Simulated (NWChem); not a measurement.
# SiHSeF3; SMILES F[Si](F)(F)[SeH]

```xyz
6

F      0.7156     1.4547    -1.2758
Si    -0.0135     0.8201     0.0000
F      0.7156     1.4547     1.2758
F     -1.5373     1.3037     0.0000
Se    -0.0094    -1.4107     0.0000
H      1.4631    -1.4363     0.0000
```
Atoms are numbered in this order, from 1.

Program: NWChem. Pople sets run with spherical d functions. Coordinates come from a PBE0/def2-SVP optimisation. Vertical excitations in the gas phase; the lowest state need not have the same character in each row.

| level | lowest excitation, singlet (eV) | oscillator strength of that lowest state | orbital gap (eV) |
|---|---|---|---|
| PBE/6-31G*, full TDDFT | 5.66 | 0.005 | 5.47 |
| B3LYP/6-31G*, full TDDFT | 5.77 | 0.004 | 7.13 |
| Hartree-Fock/6-31G*, TDHF | … | 0.003 | … |
| LDA (Slater exchange, VWN5)/6-31G*, full TDDFT | 5.65 | 0.006 | 5.43 |

Q: What belongs in the gaps?

A: 
- Hartree-Fock/6-31G*, TDHF, lowest excitation, singlet (eV): 6.26
- Hartree-Fock/6-31G*, TDHF, orbital gap (eV): 13.97
